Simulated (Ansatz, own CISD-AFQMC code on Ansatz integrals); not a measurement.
CH4B2, SMILES `B=BC` (charge 0, multiplicity 1).

Cartesian coordinates (Å):
```xyz
7

B      1.9258    -0.3434     0.2564
B      0.4278    -0.0869     0.2010
C     -1.0679     0.1821     0.2272
H      3.0791    -0.5412     0.3004
H     -1.3880     1.0755    -0.3142
H     -1.2800     0.3811     1.2919
H     -1.6969    -0.6671    -0.0500
```
Charge 0, multiplicity 1.

Frozen-core correlation energies in cc-pVDZ at a geometry from B3LYP-D3(BJ)/def2-TZVP, on an HF energy of -89.43295 Ha (<S^2> = 0.00, restricted and unstable towards unrestricted orbitals). Wave-function levels are from Ansatz, the walk from an own CISD-AFQMC code on Ansatz integrals (time step 0.005/Ha, trial state from CCSD amplitudes, largest double 0.13).

| level | correlation energy (mHa) |
|---|---|
| MP2 | -283.0 |
| CCSD | -328.9 |
| CCSD(T) | -339.7 |

Question: What correlation energy does phaseless AFQMC give, and where does it lie among these levels?

Answer: -342.0 ± 0.4 mHa (one standard error). AFQMC minus each level: MP2 -59.0 mHa, CCSD -13.1 mHa, CCSD(T) -2.3 mHa.
